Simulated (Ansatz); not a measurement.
`N#CB(F)F` + CH₃SH → `CSB(F)F` + `C#N` at 400 K and 1 bar (ligand exchange at a B–C bond).

Calculated with Ansatz (gas phase, PBE0-D4/def2-TZVP geometries, no zero-point term in ΔE). CBS: MP2 limit from def2 TZ/QZ plus the TZ coupled-cluster correction, frozen cores. This one scheme is used for every species. One conformer a species, not always the lowest.

```tsv
species	CCSD(T)/CBS energy (Eh)	H − E (kJ/mol)	S (J/(mol·K))
`N#CB(F)F`	-317.24121	69.6	310.6
CH₃SH	-438.22835	138.7	269.4
`CSB(F)F`	-662.16308	156.7	358.9
`C#N`	-93.32098	56.1	211.9
```

H − E and S are ideal-gas, rigid-rotor, harmonic terms from PBE0-D4/def2-TZVP, for one conformer and one mirror image of each species. 1 Eh = 2625.50 kJ/mol, R = 8.31446 J/(mol·K).

Question: By hand: ΔE, ΔH, ΔS and ΔG.

Answer: ΔE = (-662.16308) + (-93.32098) − (-317.24121) − (-438.22835) = -0.01450 Eh = -38.1 kJ/mol. Δ(H − E) = 156.7 + 56.1 − 69.6 − 138.7 = 4.5, so ΔH = -33.6 kJ/mol. ΔS = 358.9 + 211.9 − 310.6 − 269.4 = -9.2 J/(mol·K). ΔG = -33.6 − 400 × (-9.2)/1000 = -29.9 kJ/mol.

Question: By hand: the equilibrium constant, and the temperature at which ΔG would vanish if ΔH and ΔS stayed fixed.

Answer: log₁₀ K = −ΔG/(RT ln 10) = 3.9. ΔG = 0 at ΔH/ΔS = 3652 K, far beyond where these terms or the molecules hold.

The number of gas molecules stays the same, so ΔS is small and ΔH decides. A doubt of 5 kJ/mol in ΔE shifts log₁₀ K by 0.7 here. Other conformers and mirror images would add mixing entropy, several J/(mol·K) or more a flexible species. These are equilibria of isolated gas molecules and say nothing of rates. Largest T1 diagnostic: 0.014 (customary marks: 0.02 for closed shells, 0.045 for open ones).
